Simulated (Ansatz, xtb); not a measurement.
Two structures of ClFGaH4Si2+

We compare a, a singlet given by its coordinates, with b, a singlet given by its coordinates. Both are isolated ions in the gas phase, relaxed with B3LYP/6-31G*.

a (Å):

```yaml
atoms:
  - { symbol: Cl, position_ang: [-2.6892, 1.8288, 0.7189] }
  - { symbol: F, position_ang: [-1.5360, -0.9549, 0.7902] }
  - { symbol: Ga, position_ang: [0.5605, -1.1715, 1.3420] }
  - { symbol: Si, position_ang: [-1.6268, 0.4025, -0.2540] }
  - { symbol: Si, position_ang: [0.7147, 0.6993, -0.2208] }
  - { symbol: H, position_ang: [0.5258, -2.3708, 2.3380] }
  - { symbol: H, position_ang: [-2.3046, -0.0883, -1.4657] }
  - { symbol: H, position_ang: [1.4475, 0.2729, -1.4337] }
  - { symbol: H, position_ang: [1.2315, 1.9183, 0.4360] }
```

Close contacts (Å): Cl1–Si4 2.03, F2–Ga3 2.18, F2–Si4 1.72, Ga3–Si5 2.44, Si4–Si5 2.36, Ga3–H6 1.56, Si4–H7 1.47, Si5–H8 1.48, Si5–H9 1.48.

b (Å):

```xyz
9

Cl   -3.3915   -1.7880    1.4244
F    -1.5332   -0.3171   -1.0578
Ga   -1.3989   -1.5556    0.8007
Si    0.9781   -1.3692    0.1937
Si    0.0672   -0.1105   -1.5910
H     1.4758   -2.7364   -0.0707
H     1.6621   -0.6612    1.2972
H     0.3566    1.3343   -1.5454
H     0.1685   -0.7471   -2.9167
```

Close contacts (Å): Cl1–Ga3 2.10, F2–Ga3 2.24, F2–Si5 1.70, Ga3–Si4 2.46, Si4–Si5 2.37, Si4–H6 1.48, Si4–H7 1.48, Si5–H8 1.47, Si5–H9 1.47.

Question: Estimate E(b) − E(a) at the level CCSD(T)/def2-SVP + ΔMP2/def2-TZVPP.

Answer: Calculated at CCSD(T)/def2-SVP + ΔMP2/def2-TZVPP: E(b) − E(a) = −4.7 kcal/mol, so structure b lies lower.

Level by level:

| level | geometry | E(b) − E(a) (kcal/mol) | departure from the last row (kcal/mol) | job, with rough time for the two |
| --- | --- | --- | --- | --- |
| B3LYP/6-31G* | B3LYP/6-31G* | −6.8 | −2.1 | optimisation, 74 s |
| HF/def2-SVP | B3LYP/6-31G* | −7.7 | −2.9 | part of the CCSD(T) run |
| MP2/def2-SVP | B3LYP/6-31G* | −7.8 | −3.0 | part of the CCSD(T) run |
| CCSD(T)/def2-SVP | B3LYP/6-31G* | −8.3 | −3.5 | single point |
| CCSD(T)/def2-SVP + ΔMP2/def2-TZVPP | B3LYP/6-31G* | −4.7 |  | single point, 33 s |

None of the levels shown reverses the order. The largest departure from CCSD(T)/def2-SVP + ΔMP2/def2-TZVPP is that of CCSD(T)/def2-SVP, 3.5 kcal/mol. Levels run at GFN2-xTB geometries aren't shown. The last row adds to CCSD(T) the change of the MP2 difference between the two basis sets, here +3.5 kcal/mol, a large step that makes the value less sure.

With harmonic frequencies from B3LYP/6-31G* (ideal gas, rigid rotor, one conformer each, 298.15 K, 1 atm): on the last row, ΔE + ΔZPE = −4.0 kcal/mol. A mode under 50 cm⁻¹ makes harmonic enthalpies and free energies unreliable, so none is given.

The correlated steps freeze 25 core orbitals; the filled d shell of Ga is correlated, in a basis made for valence electrons. Codes used: Ansatz 0.2.0; the last row on 2 threads of Intel(R) Xeon(R) Platinum 8375C CPU @ 2.90GHz (Ice Lake) on a shared host.
